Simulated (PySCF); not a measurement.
propene (C₃H₆), singlet, geometry from GFN2-xTB; PySCF with PBE/6-31G, TDDFT.

Here is a job for PySCF.
```python
from pyscf import gto, scf, dft, tdscf

mol = gto.M(
    atom='''
C     1.27989193    0.12352179    0.00919112
C     0.00825223    0.47486055    0.00924347
H     1.58086326   -0.91147352   -0.00926160
H     2.07459801    0.84971927    0.02748105
H    -0.26659719    1.52209281    0.02807201
C    -1.13573952   -0.48243353   -0.01537878
H    -0.78376375   -1.51090673   -0.03343425
H    -1.76443256   -0.33959044    0.86334919
H    -1.75509560   -0.30553422   -0.89454124
''',
    basis='6-31g',
    verbose=3,
)

mf = dft.RKS(mol)
mf.xc = 'pbe'
mf.kernel()
td = mf.TDDFT()
td.nstates = 10
td.kernel()
td.analyze()
```

Task: Predict the main parts of the log of this PySCF run.

Result: 
```
converged SCF energy = -117.70600094931
Excitation energies (eV)
[ 8.14790172  8.25915908  8.54614529  8.93104754  9.05871161  9.62540693
 10.08005988 10.25947799 10.39659868 10.69050921]

** Singlet excitation energies and oscillator strengths **
Excited State   1:      8.14790 eV    152.17 nm  f=0.4139
Excited State   2:      8.25916 eV    150.12 nm  f=0.0000
Excited State   3:      8.54615 eV    145.08 nm  f=0.0059
Excited State   4:      8.93105 eV    138.82 nm  f=0.0034
Excited State   5:      9.05871 eV    136.87 nm  f=0.0002
Excited State   6:      9.62541 eV    128.81 nm  f=0.0053
Excited State   7:     10.08006 eV    123.00 nm  f=0.0130
Excited State   8:     10.25948 eV    120.85 nm  f=0.0001
Excited State   9:     10.39660 eV    119.25 nm  f=0.0031
Excited State  10:     10.69051 eV    115.98 nm  f=0.0235
```
